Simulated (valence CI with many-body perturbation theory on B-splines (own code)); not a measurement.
## Basis-set convergence for Xe39+

Computed by configuration interaction combined with many-body perturbation theory (CI+MBPT): five valence electrons over a frozen Dirac-Fock core [Ne], radial functions for each j: 9 s, 9 p, 8 d, 6 f, 3 g, 1 h, with the one-electron correlation potential Σ1 (screened to all orders), the two-electron term Σ2, the three-electron term Σ3, Breit, model QED; selected single and double excitations, second order for the rest, scaled by the run's own slope (own B-spline code, finite nucleus).

No measured spectrum was set against this ion. As an estimate, large intervals hold to a few tenths of a per cent, small ones and those within an open d or f shell to about a per cent. Among the levels kept, up to 2000 cm⁻¹ of a level comes from second order outside the variational space, and about a tenth of that is noise between levels of different J, which matters for small intervals.

The reference run has the lowest level (3s^2 3p1/2^2 3p3/2) J=3/2 and an ionisation energy of 2812.92 eV. Its largest variational space holds 20017 state functions.

Levels are named by their leading jj configuration (3d3/2^4 stands for four electrons in 3d with j = 3/2), which in mixed levels can hold well under half, so a name can repeat and another be missing. Letters in brackets count levels of one name in rising energy.

Changed runs:
A. basis 6 s, 6 p, 5 d, 3 f, 1 g
B. basis 5 s, 5 p, 4 d, 2 f

Excitation energies of the reference run in cm⁻¹, and shifts in cm⁻¹:

```tsv
Level	Reference	A	B
(3s^2 3p1/2 3p3/2^2) J=3/2	573441	-100	-306
(3s^2 3p1/2 3p3/2^2) J=5/2	639300	+43	+185
(3s^2 3p1/2 3p3/2^2) J=1/2	720421	+87	+327
(3s^2 3p1/2^2 3d3/2) J=3/2	1223230	+283	+621
(3s^2 3p3/2^3) J=3/2	1302790	+0.6	+62
(3s 3p1/2^2 3p3/2^2) J=5/2	1361580	+12	-124
(3s^2 3p1/2^2 3d5/2) J=5/2	1502180	+230	+618
(3s 3p1/2^2 3p3/2^2) J=1/2	1597440	-5.8	+12
(3s 3p1/2^2 3p3/2^2) J=3/2	1606130	+31	+44
(3s^2 3p1/2 3p3/2 3d3/2) J=5/2 [a]	1794370	+222	+406
(3s^2 3p1/2 3p3/2 3d3/2) J=3/2 [a]	1800960	+159	+245
(3s^2 3p1/2 3p3/2 3d3/2) J=1/2 [a]	1806180	+135	+143
Ionisation energy (eV)	2812.92	-0.041	-0.14
```
